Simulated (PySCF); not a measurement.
Compound: C4H8N2OSSi.
Numbering: `[CH3:1][S@@:2](=[O:3])[c:4]1[cH:5][n:6][cH:7][n:8]1[SiH3:9]` (hydrogens: H10, H11, H12 on C1; H13 on C5; H14 on C7; H15, H16, H17 on Si9)

Computed, not measured: PBE0-D3(BJ)/def2-SVP geometry optimisation, gas phase in PySCF.

(1) List the bond lengths, angles and torsions at this level.

Results:

(1) 
```json
{"bond": "C1–S2", "length (Å)": "1.812"}
{"bond": "S2=O3", "length (Å)": "1.530"}
{"bond": "S2–C4", "length (Å)": "1.758"}
{"bond": "C4–C5", "length (Å)": "1.376"}
{"bond": "C5–N6", "length (Å)": "1.362"}
{"bond": "N6–C7", "length (Å)": "1.314"}
{"bond": "C7–N8", "length (Å)": "1.364"}
{"bond": "N8–Si9", "length (Å)": "1.830"}
{"bond": "C4–N8", "length (Å)": "1.373"}
{"bond": "C1–H10, C1–H11, C1–H12", "length (Å)": "1.099"}
{"bond": "C5–H13", "length (Å)": "1.090"}
{"bond": "C7–H14", "length (Å)": "1.090"}
{"bond": "Si9–H15, Si9–H16", "length (Å)": "1.485"}
{"bond": "Si9–H17", "length (Å)": "1.509"}
```

Bonds in one row agree within 0.01 Å and their mean is given. A selection of angles:
```json
{"angle": "C1–S2–O3", "degrees": "105.0"}
{"angle": "C1–S2–C4", "degrees": "99.7"}
{"angle": "O3–S2–C4", "degrees": "99.9"}
{"angle": "S2–C4–C5", "degrees": "136.8"}
{"angle": "S2–C4–N8", "degrees": "115.4"}
{"angle": "C5–C4–N8", "degrees": "107.8"}
{"angle": "C4–C5–N6", "degrees": "109.0"}
{"angle": "C5–N6–C7", "degrees": "105.5"}
{"angle": "N6–C7–N8", "degrees": "113.4"}
{"angle": "C7–N8–Si9", "degrees": "127.2"}
{"angle": "C4–N8–C7", "degrees": "104.3"}
{"angle": "C4–N8–Si9", "degrees": "128.5"}
```

Torsions: C1–S2–C4–C5 86° (synclinal).

Si9 and O3 aren't drawn bonded (4 bonds apart) but lie 2.31 Å from each other; Cordero's covalent radii sum to 1.77 Å. The C–S distances run from 1.758 Å (S2–C4, drawn single) to 1.812 Å (C1–S2, drawn single), a spread of 0.054 Å. N8 (pyrrole-type nitrogen) is planar (angles 128.5°, 127.2° and 104.3°, sum 359.9°, 0.02 Å off the plane of its three neighbours). S2 (sulfinyl sulfur) is pyramidal (angles 105.0°, 99.9° and 99.7°, sum 304.7°, 0.75 Å off the plane of its three neighbours). Si9 (SiH3 silicon) has angles from 94.9° to 118.2°. N6 (pyridine-type nitrogen) is bent (angle 105.5°). The 4 C–N bonds span 1.314 Å (N6–C7, aromatic) to 1.373 Å (C4–N8, aromatic), a spread of 0.059 Å.

Point group: C1 (no symmetry element, even within 0.4 Å). Stationary, but not proved a minimum. The numbers are those of one conformer.

Time: 3.6 min wall; peak memory 0.76 GiB. Hardware: one thread of an Intel Xeon Platinum 8259CL at 2.50 GHz, no GPU, shared host. That covers the optimisation of the geometry.
